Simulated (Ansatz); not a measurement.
Relaxation of PAu₄⁻ with RKS B3LYP-D4/def2-SVPD.

```sh
$ ansatz run in.yaml --threads 4 --pin off --events-out ev --progress --plain --max-ram 4787MiB
```

```yaml
crystal:
  periodic: [false, false, false]
  atoms:
    - {symbol: P, position_ang: [-1.163770, -2.248960, -0.075870]}
    - {symbol: Au, position_ang: [1.649980, 3.184100, 0.102660]}
    - {symbol: Au, position_ang: [-2.020180, -0.120230, -0.172150]}
    - {symbol: Au, position_ang: [1.064470, -1.725290, 0.109120]}
    - {symbol: Au, position_ang: [0.469510, 0.910380, 0.036240]}
basis:
  gaussian: {orbitals: def2-SVPD}
total_charge: -1
hamiltonian: {xc: {name: B3LYP}, dispersion: d4}
scf: {lower_state_search: "off"}
output: {orbitals: {seedname: orbitals}}
relax: {f_tol: 0.02, max_steps: 100}
```

Hardware: 4 threads of Arm Neoverse V2 on a shared host. Wall time 65 s, peak host memory 0.55 GiB.

Positions (Å) and forces (eV/Å) at steps 1, 2, 3, 4, 5, 6, 7, 8, 9, 10, 11, 12, 13, 14, 15, 16 of 16:

```xyz
5
step=1 energy=-24070.2926 eV
P    -1.164   -2.249   -0.076   -0.178   -0.342   -0.009
Au    1.650    3.184    0.103    0.261    0.503    0.017
Au   -2.020   -0.120   -0.172   -0.351   -0.117   -0.031
Au    1.064   -1.725    0.109    0.108   -0.354    0.011
Au    0.470    0.910    0.036    0.160    0.310    0.013
5
step=2 energy=-24070.3694 eV
P    -1.227   -2.372   -0.079   -0.016   -0.030    0.001
Au    1.740    3.359    0.109   -0.017   -0.031    0.000
Au   -2.047   -0.217   -0.174    0.328    0.039    0.027
Au    1.001   -1.804    0.104   -0.156    0.291   -0.017
Au    0.534    1.034    0.040   -0.139   -0.269   -0.012
5
step=3 energy=-24070.3994 eV
P    -1.242   -2.399   -0.080   -0.031   -0.058    0.000
Au    1.734    3.347    0.109    0.010    0.019    0.002
Au   -1.985   -0.222   -0.168    0.103    0.034    0.008
Au    0.962   -1.755    0.100   -0.031    0.104   -0.005
Au    0.531    1.029    0.039   -0.050   -0.098   -0.005
5
step=4 energy=-24070.4107 eV
P    -1.255   -2.408    0.019   -0.023   -0.033    0.061
Au    1.735    3.351    0.121    0.002    0.005    0.004
Au   -1.957   -0.231   -0.244    0.043    0.020   -0.046
Au    0.949   -1.743    0.021   -0.002    0.043   -0.050
Au    0.528    1.031    0.084   -0.021   -0.034    0.031
5
step=5 energy=-24070.4370 eV
P    -1.282   -2.424    0.216    0.206    0.390   -0.039
Au    1.733    3.351    0.133    0.005    0.014    0.027
Au   -1.871   -0.257   -0.399   -0.096   -0.262   -0.007
Au    0.901   -1.701   -0.146   -0.158   -0.230   -0.013
Au    0.519    1.031    0.197    0.043    0.088    0.032
5
step=6 energy=-24070.4818 eV
P    -1.238   -2.311    0.375    0.155    0.287   -0.063
Au    1.713    3.322    0.185    0.012    0.028    0.027
Au   -1.892   -0.274   -0.512   -0.062   -0.172    0.011
Au    0.915   -1.735   -0.256   -0.107   -0.149    0.007
Au    0.501    0.998    0.208    0.002    0.007    0.019
5
step=7 energy=-24070.5265 eV
P    -1.181   -2.178    0.513    0.147    0.270   -0.066
Au    1.693    3.293    0.237   -0.013   -0.022    0.018
Au   -1.915   -0.297   -0.608   -0.071   -0.109    0.002
Au    0.923   -1.775   -0.350   -0.049   -0.121    0.003
Au    0.480    0.958    0.208   -0.014   -0.018    0.043
5
step=8 energy=-24070.5891 eV
P    -1.113   -2.030    0.615    0.291    0.515   -0.246
Au    1.663    3.241    0.274   -0.011   -0.020    0.004
Au   -1.959   -0.298   -0.687   -0.011   -0.245    0.067
Au    0.959   -1.817   -0.421   -0.203   -0.145    0.049
Au    0.451    0.905    0.219   -0.066   -0.105    0.126
5
step=9 energy=-24070.7136 eV
P    -1.036   -1.869    0.691    0.408    0.722   -0.351
Au    1.635    3.191    0.293   -0.026   -0.052   -0.014
Au   -1.997   -0.310   -0.757   -0.032   -0.281    0.061
Au    0.980   -1.861   -0.486   -0.220   -0.183    0.044
Au    0.419    0.849    0.259   -0.131   -0.205    0.261
5
step=10 energy=-24070.9314 eV
P    -0.951   -1.696    0.741    0.500    0.890   -0.398
Au    1.608    3.140    0.298   -0.035   -0.072   -0.029
Au   -2.033   -0.333   -0.821   -0.086   -0.280    0.014
Au    0.991   -1.907   -0.545   -0.181   -0.230    0.005
Au    0.385    0.796    0.327   -0.198   -0.309    0.407
5
step=11 energy=-24071.2329 eV
P    -0.861   -1.523    0.748    0.512    0.917   -0.382
Au    1.585    3.094    0.286   -0.067   -0.132   -0.019
Au   -2.086   -0.349   -0.869   -0.086   -0.291   -0.024
Au    1.014   -1.964   -0.587   -0.185   -0.239   -0.032
Au    0.348    0.742    0.421   -0.174   -0.254    0.458
5
step=12 energy=-24071.4822 eV
P    -0.773   -1.350    0.765    0.303    0.489   -0.531
Au    1.588    3.098    0.283   -0.031   -0.054    0.026
Au   -2.134   -0.449   -0.946    0.120   -0.273    0.176
Au    0.971   -2.066   -0.663   -0.315   -0.046    0.137
Au    0.348    0.767    0.562   -0.077   -0.114    0.192
5
step=13 energy=-24071.5827 eV
P    -0.701   -1.218    0.736    0.160    0.276   -0.177
Au    1.633    3.200    0.359    0.020    0.044    0.033
Au   -2.185   -0.637   -0.974    0.078   -0.085    0.079
Au    0.850   -2.218   -0.697   -0.124    0.020    0.060
Au    0.403    0.874    0.576   -0.134   -0.255    0.005
5
step=14 energy=-24071.5867 eV
P    -0.637   -1.089    0.768   -0.178   -0.387   -0.259
Au    1.655    3.257    0.452    0.038    0.069   -0.025
Au   -2.171   -0.790   -0.978    0.023   -0.007    0.125
Au    0.719   -2.296   -0.714   -0.036    0.024    0.119
Au    0.434    0.917    0.471    0.154    0.301    0.040
5
step=15 energy=-24071.6041 eV
P    -0.643   -1.110    0.710    0.011    0.021   -0.007
Au    1.675    3.298    0.465   -0.028   -0.055    0.000
Au   -2.223   -0.792   -0.965    0.009    0.010    0.008
Au    0.745   -2.338   -0.695    0.002    0.014    0.008
Au    0.447    0.943    0.485    0.006    0.010   -0.009
5
step=16 energy=-24071.6048 eV
P    -0.645   -1.115    0.712   -0.003   -0.006   -0.001
Au    1.667    3.282    0.458    0.001    0.002    0.000
Au   -2.220   -0.776   -0.964    0.003    0.002    0.003
Au    0.755   -2.326   -0.693    0.000    0.004    0.002
Au    0.443    0.935    0.487   -0.001   -0.002   -0.003
```

In the def2 sets Au takes a core potential; there is no spin–orbit coupling. The relaxation made no stability test and no search for a lower SCF solution. No other spin state of charge -1 was run. The structure comes from a short search, and lower isomers may exist.
